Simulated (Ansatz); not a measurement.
C2H2Cl, doublet (typed; the unrestricted solution is spin-contaminated), at a GFN2-xTB geometry; Ansatz (a first-principles code) with HF/pc-2.

Ansatz was given this input:
Ansatz 0.2 input:
```yaml
crystal:
  periodic: [false, false, false]
  atoms:
    - {symbol: C, position_ang: [0.10210539, 0.67520826, 0.00485216]}
    - {symbol: C, position_ang: [1.34731481, 1.04507097, 0.01187153]}
    - {symbol: Cl, position_ang: [-0.73486159, -0.75123729, -0.00767688]}
    - {symbol: H, position_ang: [2.19266263, 0.35806744, 0.01041576]}
    - {symbol: H, position_ang: [1.60346329, 2.09129104, 0.01974902]}
basis:
  gaussian:
    orbitals: pc-2.json
hamiltonian:
  xc: hf
magnetization: {spin_polarized: true, initial_magnetization: 1}
```
The basis file holds pc-2 in the JSON format of the Basis Set Exchange.

Output, abridged:

```
Functional definition: HF
880 factors; their error is unknown
mean field evaluation 1: about -14592.0789 eV, gradient 1.9e1 eV
mean field evaluation 2: about -14593.9962 eV, gradient 9.8e0 eV
mean field evaluation 4: about -14594.6420 eV, gradient 1.2e0 eV
mean field evaluation 8: about -14594.7295 eV, gradient 4.5e-1 eV
mean field evaluation 16: about -14594.8822 eV, gradient 2.3e-3 eV
mean field -14594.88224393 eV, -536.3520296978 hartree, gradient 2.5e-5 eV, S^2 0.934812; 0 other end points of the search recorded, 0 dependent functions left out
reference -14594.88224393 eV, -536.3520296978 hartree; 16, 15 occupied and 106, 107 virtual orbitals, 880 factors
Total energy: -14594.88224393 eV, -536.3520296978 hartree
```
